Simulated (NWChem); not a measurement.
Species: CdH2SO; SMILES [OH][Cd][SH]

```xyz
5

Cd    -0.0065    -0.2927    -0.0013
O     -0.0169    -2.2589    -0.0743
H      0.0212    -2.6460     0.8079
S     -0.0542     2.0384    -0.0073
H      1.2930     2.1526    -0.0339
```
Atoms are numbered in this order, from 1.

Program: NWChem. All runs use the structure optimised with PBE0/def2-SVP (def2 core potentials past Kr).

What does the run give for Hartree-Fock/STO-3G, non-relativistic? Quantities: highest occupied level (eV); orbital gap (eV); dipole (D).


```yaml
highest occupied level (eV): -6.24
orbital gap (eV): 14.85
dipole (D): 1.19
```
